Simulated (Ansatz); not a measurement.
PBE exchange is replaced step by step with exact exchange (0 % is PBE, 25 % PBE0; no dispersion term), basis def2-TZVP, Ansatz. System: Sn2H6. Charge 0, multiplicity 1. Geometry: PBE0-D4/def2-TZVP.

Geometry of the singlet:

```csv
atom,x (Å),y (Å),z (Å)
Sn1,0.366,0.830,1.042
H2,2.065,0.937,1.160
H3,-0.254,2.403,0.806
H4,-0.236,0.237,2.526
Sn5,-0.366,-0.830,-1.042
H6,-2.065,-0.965,-1.138
H7,0.283,-2.394,-0.824
H8,0.206,-0.218,-2.530
```

In the def2 sets Sn takes a core potential; there is no spin–orbit coupling.

```
exact exchange (%)  HOMO (eV)  LUMO (eV)  gap (eV)
                 0      -6.74      -1.38      5.36
                 5      -6.93      -1.21      5.72
                10      -7.13      -1.05      6.08
                25      -7.73      -0.57      7.16
                35      -8.13      -0.26      7.87
                50      -8.74       0.21      8.95
```

Question: Fit a straight line to the column «gap (eV)» against the share of exact exchange and predict its value at 15 %.

Answer: With x = exact exchange (%) and y = gap (eV): mean x = 20.83, mean y = 6.857; Σ(x − x̄)(y − ȳ) = 134.3, Σ(x − x̄)² = 1871; slope b = 0.07178, intercept a = ȳ − b·x̄ = 5.362. The residuals of the fitted rows reach 0.00. At x = 15 the line gives 5.362 + (0.07178 × 15) = 6.44; the run gave 6.44, the same within rounding.
